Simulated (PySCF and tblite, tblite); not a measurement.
One step of a conformer study of C7H7FO, numbered as in [CH3:1][O:2][c:3]1[cH:4][cH:5][cH:6][c:7]([F:8])[cH:9]1: GFN2-xTB geometry optimisation, gas phase in tblite 0.8.0; conformer with 0°.

Torsions listed: C1–O2–C3–C4.

Input:

```
{"job": {"xc": "GFN2-xTB", "basis": "xTB", "kind": "relax"}, "charge": 0, "multiplicity": 1}
C     -2.686400     0.217300     0.157700
O     -1.543600     1.023300     0.366700
C     -0.316800     0.425900     0.150300
C     -0.120000    -0.877500    -0.290300
C      1.178800    -1.369200    -0.472400
C      2.270000    -0.538300    -0.252500
C      2.063100     0.770400     0.172200
F      3.120300     1.571700     0.401900
C      0.781200     1.252100     0.376500
H     -3.576600     0.832600     0.389000
H     -2.713400    -0.645500     0.829600
H     -2.771400    -0.094900    -0.886900
H     -0.952200    -1.559500    -0.461100
H      1.338700    -2.391400    -0.815900
H      3.284800    -0.888200    -0.396900
H      0.635800     2.280100     0.720600
```

Launched as:

```sh
OMP_NUM_THREADS=1 python ens_run.py task.json out
```

Output (atoms count from 0 there):

```
step      E/eV     max force
  0    -743.98928    0.793
  1    -744.02068    0.414
  2    -744.03099    0.268
  3    -744.04093    0.193
  4    -744.04270    0.161
  5    -744.04462    0.123
  6    -744.04558    0.082
  7    -744.04612    0.055
  8    -744.04640    0.049
  9    -744.04656    0.035
 10    -744.04656    0.035
 11    -744.04662    0.026
 12    -744.04669    0.016
 13    -744.04671    0.014
 14    -744.04673    0.011
 15    -744.04674    0.009
 16    -744.04675    0.009
 17    -744.04676    0.008
 18    -744.04677    0.008
 19    -744.04677    0.006
 20    -744.04678    0.007
 21    -744.04678    0.005
 22    -744.04678    0.004
 23    -744.04679    0.005
 24    -744.04679    0.006
 25    -744.04680    0.006
 26    -744.04680    0.003
```
